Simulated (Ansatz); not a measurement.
Conformers of C4H8O2 (SMILES C1COCCO1), B3LYP-D3(BJ)/def2-TZVP minima from an xTB search, which can miss the lowest.
Conformer 1 (charge 0, multiplicity 1):
```xyz
14

C      0.677     1.194    -0.315
C      1.362    -0.044     0.232
O      0.447    -0.837     0.978
C     -0.677    -1.194     0.183
C     -1.362     0.044    -0.364
O     -0.447     0.837    -1.110
H      0.355     1.837     0.517
H      1.351     1.761    -0.959
H      2.172     0.225     0.911
H      1.776    -0.635    -0.597
H     -0.355    -1.836    -0.649
H     -1.351    -1.761     0.827
H     -2.172    -0.225    -1.043
H     -1.776     0.635     0.466
```
Conformer 2 (charge 0, multiplicity 1):
```xyz
14

C     -1.25347    -0.30304    -0.46259
C     -0.95822     0.86857     0.45124
O      0.35349     1.38736     0.23878
C      1.28547     0.41438    -0.22993
C      0.92622    -0.97989     0.24114
O     -0.35344    -1.38717    -0.23996
H     -2.26150    -0.67981    -0.27962
H     -1.19671     0.02079    -1.50922
H     -1.07298     0.55961     1.49762
H     -1.66014     1.68245     0.26032
H      1.32772     0.43504    -1.32597
H      2.26742     0.70040     0.15156
H      0.94197    -1.01543     1.33750
H      1.65416    -1.70326    -0.13086
```

Correlated levels freeze the cores. MP2 and its Hartree–Fock in cc-pVQZ are density fitted.

The values were computed with Ansatz (Gaussian basis) for Hartree–Fock, density functionals and correlated methods. Each number belongs to the level named beside it.

The energy of conformer 2 above conformer 1 is E(conformer 2) − E(conformer 1). Total energies (hartree):

```
level             conformer 2   conformer 1
---------------  ------------  ------------
HF/cc-pVTZ       -305.9276773  -305.9374922
MP2/cc-pVTZ      -307.0761474  -307.0865272
HF/cc-pVQZ       -305.9491629  -305.9591459
MP2/cc-pVQZ      -307.1775357  -307.1881339
CCSD(T)/cc-pVTZ  -307.1636781  -307.1738863
```

**Question.** Work out the energy of conformer 2 above conformer 1 at the basis-set limit: extrapolate the MP2 correlation part as X⁻³, take Hartree–Fock from the larger set, and add the CCSD(T) − MP2 difference of cc-pVTZ.

**Answer.** 
1. Differences (1 hartree = 627.509 kcal/mol): HF/cc-pVTZ 6.159; MP2/cc-pVTZ 6.513; HF/cc-pVQZ 6.264; MP2/cc-pVQZ 6.650; CCSD(T)/cc-pVTZ 6.406.
2. Correlation parts, MP2 less HF: 0.354 in cc-pVTZ (X = 3), 0.386 in cc-pVQZ (X = 4).
3. Limit (4³·(0.386) − 3³·(0.354))/(4³ − 3³) = 0.409; with HF/cc-pVQZ it gives 6.673.
4. CCSD(T) less MP2 in cc-pVTZ: -0.108.
Result: 6.57 kcal/mol, against 6.51 at MP2/cc-pVTZ. It is an estimate of this method's limit, not of the exact value.

Ansatz is a program for electronic structure.
